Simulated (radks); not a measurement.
Effect of the nuclear size on the scandium ion Sc13+, [He] 2s2 2p4. All-electron calculation, Dirac Kohn-Sham, LDA (Slater exchange, Perdew-Wang correlation), spin-unpolarised, spherical densities, finite nucleus; open shells fill j = l - 1/2 first; Fermi nuclear charge, rms radius 3.5459 fm. Program: a radial shooting solver on a logarithmic mesh with Libxc functionals. The rms radius is varied about that value; shifts are against it.

rms radius (fm)  total energy shift (eV)  density at nucleus (e/bohr^3)  1s1/2 shift (meV)  2s1/2 shift (meV)  2p1/2 shift (meV)  2p3/2 shift (meV)  3s1/2 (empty) shift (meV)
3.1452                          -0.00823                           7242              -3.49             -0.325              0.037              0.038                     -0.076
3.2551                          -0.00607                           7235              -2.58             -0.240              0.027              0.028                     -0.056
3.5459                                 0                           7217              0.000              0.000              0.000              0.000                      0.000
3.8473                           0.00682                           7201               2.89              0.269             -0.031             -0.031                      0.063
4.2338                            0.0164                           7181               6.94              0.646             -0.074             -0.075                      0.152

Slopes of the eigenvalues against <r^2> in GHz/fm^2, as finite differences over the two radii next to the reference (eigenvalue slopes, not the field-shift constants of lines): 1s1/2 314, 2s1/2 29.2, 2p1/2 -3.34, 2p3/2 -3.39, 3s1/2 (empty) 6.88.
